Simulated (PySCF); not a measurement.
NICS in rings of unrelated molecules.

NICS is the negative of the GIAO shielding at a point without a nucleus: at the ring centre (0) and 1 Å above and below it (1); zz is the component along the ring normal. Level: GIAO PBE0/pcSseg-1 (PySCF, non-relativistic, gas phase) on the GFN2-xTB geometries, one conformer each. Atom numbers follow the mapped SMILES.

Question: Order these rings by mean NICS(1)zz, lowest (most negative) first (ppm).
A. ring C2–C3–C4–C6–C7 in `[F:1][C@@H:2]1[CH2:3][C@@H:4]2[CH2:5][C@@H:6]2[C@H:7]1[Cl:8]`
B. ring C3–C4–N5–N6–C7 in `[N:1]#[C:2][c:3]1[cH:4][n:5][nH:6][cH:7]1`
C. ring C3–O4–C5–O6–C7–O8 in `[OH:1][CH2:2][CH:3]1[O:4][CH2:5][O:6][CH2:7][O:8]1`
D. ring C2–N3–C4–C5–N6 in `[CH3:1][c:2]1[nH:3][cH:4][cH:5][n+:6]1[CH3:7]` (charge +1)
E. ring C2–O3–C4–C6 in `[CH3:1][C@@H:2]1[O:3][C:4](=[O:5])[C@H:6]1[C:7]([F:8])([F:9])[F:10]`

Answer: B (-31.3), D (-27.3), A (-4.7), E (-0.9), C (2.7).

| SMILES | ring | NICS(0) | NICS(1) | NICS(1)zz | HOMA | rms pucker (Å) | ring atoms with four or more neighbours |
| --- | --- | --- | --- | --- | --- | --- | --- |
| N#Cc1cn[nH]c1 | 5-membered ring with 2 N; formal bonds all aromatic | -14.7 | -12.2 | -31.3 | 0.93 | 0.00 | 0 |
| Cc1[nH]cc[n+]1C | 5-membered ring with 2 N; formal bonds all aromatic | -13.7 | -10.3 | -27.3 | 0.91 | 0.00 | 0 |
| F[C@@H]1C[C@@H]2C[C@@H]2[C@H]1Cl | 5-membered carbocycle; formal bonds all single | -8.2 | -5.4 | -4.7 | – | 0.10 | 5 |
| C[C@@H]1OC(=O)[C@H]1C(F)(F)F | 4-membered ring with O; formal bonds all single | -3.3 | -2.0 | -0.9 | – | 0.01 | 2 |
| OCC1OCOCO1 | 6-membered ring with 3 O; formal bonds all single | -2.7 | -1.4 | 2.7 | – | 0.21 | 3 |

NICS(0) gives the same order. The isotropic NICS(1) gives the same order. HOMA uses Krygowski's 1993 parameters; it is left out where a ring has a four-coordinate atom, a triple bond, no multiple bond or a kind of bond without parameters. NICS(1) and NICS(1)zz are means over the two faces.
